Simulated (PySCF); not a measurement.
Vertical excitations of a molecule CH₃ClF₂Si from TDA-PBE0/def2-SVPD in PySCF, as energy in eV (oscillator strength): 8.60 (0.116), 8.69 (0.041), 9.29 (0.050), 9.35 (0.004), 9.55 (0.062), 9.62 (0.000), 9.69 (0.037), 9.95 (0.000), 10.05 (0.044), 10.16 (0.012). Lowest triplet (TDA): 8.12 eV. The structure is a stationary point at B3LYP-D3(BJ)/def2-SVP. The values are those of a single conformer.

Q: Pick the molecule that these values belong to.
A. FC[Si@@H](F)Cl
B. FC(F)[SiH2]Cl
C. C[Si](F)(F)Cl

A: C, C[Si](F)(F)Cl
